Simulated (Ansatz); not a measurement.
Nb, sextet (core potentials on Nb); Ansatz (a first-principles code) with PBE0/def2-TZVP.

Input for Ansatz:
Ansatz 0.2 input:
```yaml
crystal:
  periodic: [false, false, false]
  atoms:
    - {symbol: Nb, position_ang: [0.00000000, 0.00000000, 0.00000000]}
basis:
  gaussian:
    orbitals: def2-TZVP
hamiltonian:
  xc: pbe0
magnetization: {spin_polarized: true, initial_magnetization: 5}
accuracy: high
```

The log (banner, timings and long lists left out):

```
Functional definition: PBE0
377 factors; integrals over basis functions are off by at most 2.9e-9 eV
mean field evaluation 1: about -1545.0170 eV, gradient 1.5e1 eV
mean field evaluation 2: about -1545.2491 eV, gradient 1.4e1 eV
mean field evaluation 4: about -1546.1228 eV, gradient 2.0e-1 eV
mean field evaluation 8: about -1546.1232 eV, gradient 4.9e-3 eV
mean field evaluation 16: about -1546.1232 eV, gradient 6.2e-7 eV
mean field evaluation 32: about -1546.1380 eV, gradient 1.3e-7 eV
mean field evaluation 64: about -1546.1380 eV, gradient 3.3e-3 eV
mean field -1546.13798088 eV, -56.8195227873 hartree, gradient 1.7e-8 eV, S^2 8.751173; 6 other end points of the search recorded, 0 dependent functions left out
reference -1546.13798291 eV, -56.8195228620 hartree; 9, 4 occupied and 31, 36 virtual orbitals, 377 factors
Total energy: -1546.13798291 eV, -56.8195228620 hartree
```
